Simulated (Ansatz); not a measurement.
```yaml
crystal:
  periodic: [false, false, false]
  atoms:
    - {symbol: C, position_ang: [-1.770416, -1.452493, -0.348254]}
    - {symbol: Si, position_ang: [-0.237072, -0.848891, 0.525360]}
    - {symbol: C, position_ang: [1.259975, -1.808521, -0.038762]}
    - {symbol: N, position_ang: [-0.023968, 0.862335, 0.232005]}
    - {symbol: Ge, position_ang: [1.218172, 1.778015, 1.270359]}
    - {symbol: Si, position_ang: [-0.698720, 1.676547, -1.102912]}
    - {symbol: Cl, position_ang: [0.096498, 1.019096, -2.897830]}
    - {symbol: H, position_ang: [-2.664467, -0.922449, -0.013587]}
    - {symbol: H, position_ang: [-1.910264, -2.516155, -0.135938]}
    - {symbol: H, position_ang: [-1.689675, -1.340470, -1.432904]}
    - {symbol: H, position_ang: [-0.396586, -1.026845, 1.998210]}
    - {symbol: H, position_ang: [1.407288, -1.682986, -1.114710]}
    - {symbol: H, position_ang: [1.140410, -2.875327, 0.169631]}
    - {symbol: H, position_ang: [2.167027, -1.470184, 0.468406]}
    - {symbol: H, position_ang: [2.275309, 2.418750, 0.356772]}
    - {symbol: H, position_ang: [0.497238, 2.864156, 2.084605]}
    - {symbol: H, position_ang: [1.862030, 0.742162, 2.203708]}
    - {symbol: H, position_ang: [-0.375553, 3.120146, -0.997981]}
    - {symbol: H, position_ang: [-2.157227, 1.463124, -1.226178]}
basis:
  gaussian: {orbitals: def2-mTZVP, fitting: {mean_field: cc-pVTZ-jkfit}}
hamiltonian: {xc: {name: BLYP}}
accuracy: high
output: {forces: true}
```

```sh
$ ansatz run in.yaml --threads 4 --pin off --events-out ev --progress --plain --max-ram 66560MiB --backend cpu
```

Shortened log:

```
Functional definition: BLYP
1167 factors; integrals over basis functions are off by at most 1.5e-1 eV
mean field evaluation 1: about -88531.6917 eV, gradient 1.2e2 eV
mean field evaluation 2: about -88446.0913 eV, gradient 2.0e2 eV
mean field evaluation 4: about -88558.3494 eV, gradient 2.1e1 eV
mean field evaluation 8: about -88559.3072 eV, gradient 2.7e-1 eV
mean field evaluation 16: about -88559.3095 eV, gradient 1.7e-4 eV
mean field -88559.30947488 eV, -3254.4945955457 hartree, gradient 3.6e-8 eV, S^2 0.000000; 0 other end points of the search recorded, 0 dependent functions left out
reference -88559.30955804 eV, -3254.4945986021 hartree; 54, 54 occupied and 141, 141 virtual orbitals, 1167 factors
Total energy: -88559.30955804 eV, -3254.4945986021 hartree
Atom 0 at    -1.770416    -1.452493    -0.348254 Å, force    -0.148118    -0.083568    -0.059688 eV/Å
Atom 1 at    -0.237072    -0.848891     0.525360 Å, force    -0.101034    -0.332268     0.420196 eV/Å
Atom 2 at     1.259975    -1.808521    -0.038762 Å, force     0.134529    -0.109017    -0.033043 eV/Å
Atom 3 at    -0.023968     0.862335     0.232005 Å, force    -0.119637    -0.001163     0.055262 eV/Å
Atom 4 at     1.218172     1.778015     1.270359 Å, force     0.400350     0.309450     0.368495 eV/Å
Atom 5 at    -0.698720     1.676547    -1.102912 Å, force    -0.517722     0.609731     0.004191 eV/Å
Atom 6 at     0.096498     1.019096    -2.897830 Å, force     0.299145    -0.203245    -0.788207 eV/Å
Atom 7 at    -2.664467    -0.922449    -0.013587 Å, force    -0.193855     0.040174     0.020126 eV/Å
Atom 8 at    -1.910264    -2.516155    -0.135938 Å, force    -0.087454    -0.190941     0.002760 eV/Å
Atom 9 at    -1.689675    -1.340470    -1.432904 Å, force    -0.063095    -0.035678    -0.170339 eV/Å
Atom 10 at    -0.396586    -1.026845     1.998210 Å, force    -0.020384    -0.034968     0.101584 eV/Å
Atom 11 at     1.407288    -1.682986    -1.114710 Å, force     0.083747    -0.029327    -0.174622 eV/Å
Atom 12 at     1.140410    -2.875327     0.169631 Å, force     0.041838    -0.215482     0.013463 eV/Å
Atom 13 at     2.167027    -1.470184     0.468406 Å, force     0.195497    -0.002009     0.052105 eV/Å
Atom 14 at     2.275309     2.418750     0.356772 Å, force     0.175087     0.106062    -0.101441 eV/Å
Atom 15 at     0.497238     2.864156     2.084605 Å, force    -0.082495     0.173042     0.137070 eV/Å
Atom 16 at     1.862030     0.742162     2.203708 Å, force     0.109700    -0.097509     0.143714 eV/Å
Atom 17 at    -0.375553     3.120146    -0.997981 Å, force    -0.018030     0.080827     0.008392 eV/Å
Atom 18 at    -2.157227     1.463124    -1.226178 Å, force    -0.088069     0.015890    -0.000019 eV/Å
Dipole moment:     0.001936    -0.050430     0.323422 e Å
```

Run time 6 s (4 threads of an AMD EPYC 7R13 on a shared host); peak host memory 1.1 GiB.
